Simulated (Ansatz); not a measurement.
H3Cl2GaN, doublet, geometry from GFN2-xTB (such geometries of metal compounds can be far from the true shape) (the spin is typed, not shown lowest). Base run: B3LYP/def2-SV(P) run with Ansatz (a first-principles code).

Geometry (Å):
```xyz
7

Ga     0.4013     0.0825     0.4482
Cl     0.9664     0.9234    -1.4903
Cl    -1.7034     0.2430     1.0212
N      0.0368    -2.1492    -0.5383
H     -0.6260    -1.9421    -1.2819
H     -0.3983    -2.8182     0.0907
H      0.8540    -2.5818    -0.9595
```
Charge 0, spin multiplicity 2.
Orbitals are unrestricted.
All else is at Ansatz's defaults.
Base energy -2901.40230 Eh.

The base run was repeated with changes; each row names its change, and settings that it needs were set with it.

```csv
change,ΔE vs base (µEh)
base,0.0
accuracy = high,2.5
"final_grid = 6, 12, 29",2.4
lower_state_search = off,0.0
"final_grid = 14, 28, 59",1.9
"final_grid = 4, 8, 17",125
"point_charge = charge:-1.0 position_ang:-1.905, 0.1955, -5.4826",-500
fitting.mean_field = def2-universal-JKFIT,-22.3
"point_charge = charge:0.5 position_ang:-1.1234, -5.9876, 2.2538",6545
nuclear_model = gaussian,7927
fitting.mean_field = cc-pVTZ-JKFIT,-126
```
